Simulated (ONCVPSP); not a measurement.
# Transferability test, ONCV potential for Mo (Z = 42)

| Quantity | Value |
| --- | --- |
| Element | molybdenum |
| Generator | ONCVPSP 4.0.1 |
| Type | optimised norm-conserving Vanderbilt (ONCV) |
| Functional | PBE |
| Relativity | scalar-relativistic |
| Frozen core | [Ar] 3d10 |
| Valence charge | 14 |
| Reference configuration | 4s2 4p6 4d5 5s1 |
| Partial waves | 4s+5s: rc 2.05 bohr, ncon 5, nbas 8, qcut 5.6 1/bohr, 2 projectors; 4p: rc 1.70 bohr, ncon 4, nbas 7, qcut 7.3 1/bohr, 2 projectors, debl 0.9 Ha; 4d: rc 1.75 bohr, ncon 3, nbas 7, qcut 5.8 1/bohr, 2 projectors, debl 2.9 Ha |
| Local potential | polynomial inside 1.25 bohr (lpopt 4, dvloc0 4 Ha) |
| Core correction | Teter function, fcfact 2, rcfact 1.15 |

In the p channel the program set the typed energies aside and used -1.414, 0.250 Ha.

Energies are relative to the spin-unpolarised reference configuration 4s2 4p6 4d5 5s1; without spin polarisation the order of configurations can differ from experiment.

```
valence configuration  charge  ΔE all-electron (eV)  error AE − PS (meV)
      4s2 4p6 4d4 5s0      +2                22.352                 -3.9
      4s2 4p6 4d4 5s1      +1                 8.064                 -1.5
```

(1) What are ΔE and the potential's error for 4s2 4p6 4d5 5s0?

(2) What are ΔE and the potential's error for 4s2 4p6 4d3 5s0?

Levels in the configuration 4s2 4p6 4d4 5s0:

| level | all-electron (eV) | pseudo (eV) |
| --- | --- | --- |
| 4s | -82.754 | -82.769 |
| 4p | -56.751 | -56.755 |
| 4d | -20.827 | -20.827 |

Results:

(1) ΔE = 6.890 eV all-electron; the error (AE − PS) is -2.6 meV.

(2) ΔE = 49.096 eV all-electron; the error (AE − PS) is +1.9 meV.
